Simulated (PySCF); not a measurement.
A structure optimised at r2SCAN-D4/def2-SVP, used in a PySCF frequency run:

```xyz
5

Ru     0.0000     0.0000     0.0000
O     -0.9707     0.9707    -0.9707
O      0.9707     0.9707     0.9707
O      0.9707    -0.9707    -0.9707
O     -0.9707    -0.9707     0.9707
```

**Question.** Write its SMILES, formula and point group.

**Answer.** [O]=[Ru](=[O])(=[O])=[O], O4Ru, Td

**Question.** What are its rotational constants (standard atomic weights)?

**Answer.** 4.1909, 4.1909, 4.1909 GHz
